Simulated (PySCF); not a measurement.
PySCF input file for C3H9FSi2, SMILES C(=C(\[SiH3])C[SiH3])/F, KT2/pcSseg-1. Geometry optimised at B3LYP-D3(BJ)/def2-SVP. The structure was generated by enumeration; whether it is a known compound was not checked. The values are those of a single conformer.

```python
import numpy as np
from pyscf import gto, scf, dft
from pyscf.prop.nmr import rks as nmr

mol = gto.M(
    atom='''
    F    -0.28664959    2.37265809    0.38243239
    C     0.68221611    1.50330929    0.04899694
    C     0.55859578    0.18775976    0.26415827
    Si    1.97344029   -0.93639881   -0.23577235
    C    -0.69896305   -0.38885779    0.87047802
    Si   -2.01376190   -0.76551017   -0.45272413
    H     1.54724499    2.00454674   -0.39427517
    H     1.50819102   -1.95830502   -1.21833261
    H     3.06480306   -0.12208052   -0.84287541
    H     2.49475651   -1.66109702    0.96089374
    H    -0.48726186   -1.32073629    1.42089307
    H    -1.14643561    0.31696563    1.58970727
    H    -1.46939521   -1.73031575   -1.45151187
    H    -3.22523467   -1.36270024    0.18415772
    H    -2.39341219    0.49325803   -1.15339711
    ''',
    basis='pcSseg-1',
    charge=0,
    spin=0,
    max_memory=1600,
    verbose=3,
)
mf = dft.RKS(mol, xc='kt2').density_fit(auxbasis='def2-universal-jkfit')
mf.grids.level = 3
mf.conv_tol = 1e-10
mf.max_cycle = 100
mf.kernel()
n = nmr.NMR(mf)
n.verbose = 2
n.max_cycle_cphf = 60
sigma = n.kernel()
print('atom   isotropic/ppm   span/ppm')
for i, s in enumerate(sigma):
    w = np.linalg.eigvalsh((s + s.T) / 2)
    print(f'{mol.atom_symbol(i):2s}{i + 1:3d} {w.mean():14.3f} {w[2] - w[0]:11.3f}')
```

It prints:

```
converged SCF energy = -806.923534516651
atom   isotropic/ppm   span/ppm
F   1        235.233     270.575
C   2         31.438     131.993
C   3         78.429     171.997
Si  4        434.594      76.159
C   5        172.297      34.462
Si  6        431.557      78.201
H   7         24.547       7.005
H   8         26.834       7.994
H   9         27.224       7.838
H  10         27.025       8.214
H  11         29.817      10.702
H  12         28.618       9.605
H  13         27.244       7.843
H  14         27.124       8.804
H  15         27.385       7.989
```

The calculation finished and met its thresholds.
